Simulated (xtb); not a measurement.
C4H4F2, SMILES C(/F)=C/C(F)=C. All values are semi-empirical tight-binding results from xtb (GFN2-xTB unless named), good for trends rather than for accurate numbers. Coordinates come from a GFN2-xTB optimisation. The structure was generated by enumeration; whether it is a known compound was not checked. The values are those of a single conformer.

Task: Estimate the properties. (An estimate is asked for; the answer gives what the named calculation found.)

Result: 
- point group as xtb finds it: Cs
- orbital gap: 3.59 eV
- dipole moment: 3.62 D
- zero-point energy: 42.4 kcal/mol
- G − E(el) at 298.15 K (modified RRHO): 23.6 kcal/mol
- static polarisability (D4 model): 51.3 bohr³
- solvation energy, GFN2-xTB/ALPB(water): -3.8 kcal/mol
- solvation energy, GFN2-xTB/ALPB(dmso): -5.7 kcal/mol

Computed IR lines (harmonic; lines under 4 % of the strongest left out, lines within 3 cm⁻¹ merged):
ν (cm⁻¹): 424 (w), 592 (w), 795 (w), 860 (m), 864 (m), 933 (w), 1038 (s), 1214 (s), 1248 (m), 1323 (s), 1376 (w), 1678 (vs), 3074 (w), 3118 (w), 3179 (w) (against the strongest line: vs over 80 %, s over 45 %, m over 15 %, w over 4 %, vw less)
